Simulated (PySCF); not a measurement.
**Nonlinear optical response: `C[Se]C1=C[C@H]2C=C[C@@H]1C=C2`, C₉H₁₀Se**

Molfile (atoms numbered from 1):
```
C9H10Se
     RDKit          3D

 20 21  0  0  0  0  0  0  0  0999 V2000
    3.4428    0.5939    0.6306 C   0  0  0  0  0  0  0  0  0  0  0  0
    2.1813   -0.6059    1.4734 Se  0  0  0  0  0  2  0  0  0  0  0  0
    0.6691   -0.1981    0.4358 C   0  0  0  0  0  0  0  0  0  0  0  0
    0.5285    0.6553   -0.5837 C   0  0  0  0  0  0  0  0  0  0  0  0
   -0.9015    0.6729   -1.1393 C   0  0  1  0  0  0  0  0  0  0  0  0
   -1.2186   -0.7739   -1.5241 C   0  0  0  0  0  0  0  0  0  0  0  0
   -1.0716   -1.6243   -0.5105 C   0  0  0  0  0  0  0  0  0  0  0  0
   -0.6322   -0.9387    0.7837 C   0  0  2  0  0  0  0  0  0  0  0  0
   -1.6621    0.1566    1.0642 C   0  0  0  0  0  0  0  0  0  0  0  0
   -1.8082    1.0042    0.0481 C   0  0  0  0  0  0  0  0  0  0  0  0
    4.3971    0.4840    1.1622 H   0  0  0  0  0  0  0  0  0  0  0  0
    3.0928    1.6316    0.7170 H   0  0  0  0  0  0  0  0  0  0  0  0
    3.5779    0.3249   -0.4259 H   0  0  0  0  0  0  0  0  0  0  0  0
    1.3050    1.2889   -1.0106 H   0  0  0  0  0  0  0  0  0  0  0  0
   -1.0172    1.3733   -1.9749 H   0  0  0  0  0  0  0  0  0  0  0  0
   -1.5232   -1.0410   -2.5372 H   0  0  0  0  0  0  0  0  0  0  0  0
   -1.2341   -2.7021   -0.5527 H   0  0  0  0  0  0  0  0  0  0  0  0
   -0.5102   -1.6380    1.6205 H   0  0  0  0  0  0  0  0  0  0  0  0
   -2.1958    0.2008    2.0144 H   0  0  0  0  0  0  0  0  0  0  0  0
   -2.4849    1.8600    0.0280 H   0  0  0  0  0  0  0  0  0  0  0  0
  1  2  1  0
  2  3  1  0
  3  4  2  0
  4  5  1  0
  5  6  1  0
  6  7  2  0
  7  8  1  0
  8  9  1  0
  9 10  2  0
  8  3  1  0
 10  5  1  0
  1 11  1  0
  1 12  1  0
  1 13  1  0
  4 14  1  0
  5 15  1  6
  6 16  1  0
  7 17  1  0
  8 18  1  1
  9 19  1  0
 10 20  1  0
M  END
```

Computed with quadratic response CAM-B3LYP/def2-SVPD first hyperpolarisability, Taylor convention, gas phase in PySCF. Geometry: PBE0-D3(BJ)/def2-SVP.

The calculation is non-relativistic, which matters for the atoms heavier than Zn.

Give β for the processes computed.

In au, Taylor convention; the vector part is βᵢ = ⅓ Σⱼ (βᵢⱼⱼ + βⱼᵢⱼ + βⱼⱼᵢ); β∥ is 3/5 of the vector part along the dipole, the dipole points from − to +:
| process | λ (nm) | β vector norm | β∥ | β HRS | depolarisation ratio |
| --- | --- | --- | --- | --- | --- |
| static β(0;0,0) | ∞ | 160.5 | 91.3 | 81.3 | 3.09 |
| second harmonic β(−2ω;ω,ω) | 1907 | 169.8 | 94.7 | 87.8 | 3.00 |
| Pockels β(−ω;ω,0) | 1907 | 163.4 | 92.4 | – | – |
| second harmonic β(−2ω;ω,ω) | 1064 | 196.9 | 102.4 | 106.2 | 2.82 |
| Pockels β(−ω;ω,0) | 1064 | 170.5 | 94.9 | – | – |

Which lowest excitations, dipole and polarisabilities go with it?

S1 4.51 eV (f = 0.000); S2 4.79 eV (f = 0.007); S3 4.80 eV (f = 0.058); dipole 1.21 D; isotropic α 121.9 au static, 122.3 au at 1907 nm, 123.2 au at 1064 nm, 123.5 au at 953.5 nm, 127.4 au at 532 nm.
